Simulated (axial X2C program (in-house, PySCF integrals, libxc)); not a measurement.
## Worked dissociation energy of GaF⁻: PBE0, without spin–orbit coupling

All values were computed with an in-house all-electron X2C program for linear molecules (integrals from PySCF). Spin-free means the one-electron spin-free X2C Hamiltonian. Basis: Ga dyall-acv3z [10s10p8d5f1g], F dyall-av3z [7s6p3d2f] (cores contracted in-house); Gaussian nuclei, density fitting, unrestricted open shells. Masses: Ga 68.926 u, F 18.998 u.

Molecular state: M_S = 1/2, Λ = 1 (beyond evenly filled blocks: π+α).

| Property | Result |
| --- | --- |
| E(Ga) (2M_S = 1, M_L = 0) | -1943.633212 hartree |
| E(F-) (2M_S = 0, M_L = 0) | -99.888777 hartree |
| E(GaF⁻) at Re | -2043.621336 hartree |
| ωe | 512.1 cm⁻¹ |
| ωexe | 4.03 cm⁻¹ |

Work out De and D0.

De = -1943.633212 + (-99.888777) − (-2043.621336) = 0.09935 hartree = 2.703 eV. The zero-point energy is ωe/2 − ωexe/4 = 255 cm⁻¹ = 0.032 eV, so D0 = 2.672 eV.

Occupations by symmetry block were frozen at the best pattern of an incomplete PBE0 search. Dissociation energies refer to the lowest single-determinant-based atoms at the same level and basis. The highest occupied level is positive at some bond lengths even in Hartree–Fock (under at least one Hamiltonian), so the basis set holds the extra electron there; where that holds at Re the anion is at best weakly bound and its constants depend on the basis. Other states lie close and PBE0, whose exact exchange favours high spin, may order them wrongly; the determinant shown need not be the ground state. The nearest other spin-free determinant of the search, M_S = 1/2, Λ = 0, lies 0.41 eV up at the distance of the search. The functionals have no current-density term, which raises determinants with orbital currents, atoms included. Spin-free De lacks the spin–orbit lowering of the heavy p-block atom, a tenth of an eV or more for 4p and 5p, up to an eV for 6p and one to two eV for 7p atoms, less what an open-shell molecule gains itself.

Each atomic determinant is the lowest at this level and need not be a pure term. Totals compare only within one Hamiltonian and basis.
